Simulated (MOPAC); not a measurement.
Job for MOPAC: PM6 on CHBrO (a complex), monomers drawn apart or pushed together.

```
PM6 1SCF PRECISE CHARGE=0 THREADS=1
CHBrO

C      0.04178921 1     0.29991577 1     0.66764628 1
O      0.04410533 1     0.49336441 1    -0.43862246 1
Br     0.03478002 1    -0.31318779 1     4.17932578 1
H      0.03771456 1    -0.06720678 1     2.77128167 1
```

Program output:

```
*******************************************************************************
 **                                                                           **
 **                              MOPAC v23.2.5                                **
 **                                                                           **
 *******************************************************************************
 ** MOPAC's Digital Object Identifier: https://doi.org/10.5281/zenodo.6511958 **
 **                                                                           **
 ** Please cite the open-source release paper for use of this MOPAC version:  **
 ** J. E. Moussa and J. J. P. Stewart (2026)                                  **
 ** MOPAC: An open-source semiempirical molecular orbital program             **
 ** J. Open Source Softw., 11(119), 8025, https://doi.org/10.21105/joss.08025 **
 *******************************************************************************

                              PM6 CALCULATION RESULTS

 *******************************************************************************
 *  PM6        - The PM6 Hamiltonian to be used
 *
 *
 *
 *                 CHARGE ON SYSTEM = 0
 *
 *
 *
 *  PRECISE    - TIGHTER CRITERIA TO BE USED
 *  1SCF       - DO 1 SCF AND THEN STOP
 *  THREADS=1  - MULTI-THREADING NOT USED
 *  T=         - A TIME OF 172800.0 SECONDS REQUESTED
 *  DUMP=N     - RESTART FILE WRITTEN EVERY 7200.0 SECONDS REQUESTED
 *******************************************************************************
PM6 1SCF PRECISE CHARGE=0 THREADS=1
 CHBrO

   ATOM   CHEMICAL          X               Y               Z
  NUMBER   SYMBOL      (ANGSTROMS)     (ANGSTROMS)     (ANGSTROMS)

     1       C          0.04178921  *   0.29991577  *   0.66764628  *
     2       O          0.04410533  *   0.49336441  *  -0.43862246  *
     3      Br          0.03478002  *  -0.31318779  *   4.17932578  *
     4       H          0.03771456  *  -0.06720678  *   2.77128167  *



          CARTESIAN COORDINATES

    NO.       ATOM           X           Y           Z

     1         C          0.0418      0.2999      0.6676
     2         O          0.0441      0.4934     -0.4386
     3        Br          0.0348     -0.3132      4.1793
     4         H          0.0377     -0.0672      2.7713

 General Reference for PM6:
 "Optimization of Parameters for Semiempirical Methods V: Modification of NDDO Approximations
 and Application to 70 Elements", J. J. P. Stewart, J. Mol. Mod., 13, 1173-1213 (2007)
 URL: https://link.springer.com/article/10.1007/s00894-007-0233-4

           Empirical Formula: C H O Br  =     4 atoms



      MOLECULAR POINT GROUP   :   C*v


      RHF CALCULATION, NO. OF DOUBLY OCCUPIED LEVELS = 9


 -------------------------------------------------------------------------------
 PM6 1SCF PRECISE CHARGE=0 THREADS=1
 CHBrO



     1SCF WAS SPECIFIED, SO BFGS WAS NOT USED
     SCF FIELD WAS ACHIEVED


                              PM6 CALCULATION
                                                       MOPAC v23.2.5 Linux




          FINAL HEAT OF FORMATION =        -30.71847 KCAL/MOL =    -128.52607 KJ/MOL


          COSMO AREA              =        104.98 SQUARE ANGSTROMS
          COSMO VOLUME            =         84.45 CUBIC ANGSTROMS

          IONIZATION POTENTIAL    =         10.962289 EV
          HOMO LUMO ENERGIES (EV) =        -10.962  0.698
          NO. OF FILLED LEVELS    =          9
          MOLECULAR WEIGHT        =        108.9223         POINT GROUP:  C*v

          MOLECULAR DIMENSIONS (Angstroms)

            Atom       Atom       Distance
           Br     3    O     2     4.68786
            C     1    O     2     0.00024
            C     1    H     4     0.00007


          SCF CALCULATIONS        =          1





   ATOM   CHEMICAL          X               Y               Z
  NUMBER   SYMBOL      (ANGSTROMS)     (ANGSTROMS)     (ANGSTROMS)

     1       C          0.04178921  *   0.29991577  *   0.66764628  *
     2       O          0.04410533  *   0.49336441  *  -0.43862246  *
     3      Br          0.03478002  *  -0.31318779  *   4.17932578  *
     4       H          0.03771456  *  -0.06720678  *   2.77128167  *

                             CARTESIAN COORDINATES

   1    C        0.041789210     0.299915770     0.667646280
   2    O        0.044105330     0.493364410    -0.438622460
   3   Br        0.034780020    -0.313187790     4.179325780
   4    H        0.037714560    -0.067206780     2.771281670


           Empirical Formula: C H O Br  =     4 atoms



      MOLECULAR POINT GROUP   :   C*v


                  EIGENVALUES
 -34.93195 -27.50804 -20.72351 -16.43109 -16.43109 -15.24345 -12.29171 -10.96229
 -10.96229   0.69803   0.69803   1.68231   4.78548 113.85930 113.85930 113.97039
 114.31316 114.31316


              NET ATOMIC CHARGES AND DIPOLE CONTRIBUTIONS

  ATOM NO.   TYPE          CHARGE      No. of ELECS.   s-Pop       p-Pop       d-Pop
    1          C           0.282383        3.7176     1.70469     2.01292
    2          O          -0.269899        6.2699     1.80197     4.46792
    3         Br          -0.225298        7.2253     1.98049     5.24219     0.00262
    4          H           0.212814        0.7872     0.78719
 DIPOLE           X         Y         Z       TOTAL
 POINT-CHG.     0.000     0.037    -0.216     0.219
 HYBRID         0.003     0.243    -1.391     1.412
 SUM            0.003     0.281    -1.607     1.631


          ATOMIC ORBITAL ELECTRON POPULATIONS

     Atom    s        px        py        pz      x^2-y^2     xz        z^2       yz        xy
    1  C   1.70469   0.49748   0.51292   1.00252
    2  O   1.80197   1.50255   1.50137   1.46401
    3 Br   1.98049   1.99991   1.97748   1.26480   0.00000   0.00006   0.00229   0.00027   0.00000
    4  H   0.78719

 **********************
 *                    *
 * JOB ENDED NORMALLY *
 *                    *
 **********************




 == MOPAC DONE ==
```

The run finished.

Cost: about 0.020 core-seconds (a rough figure).
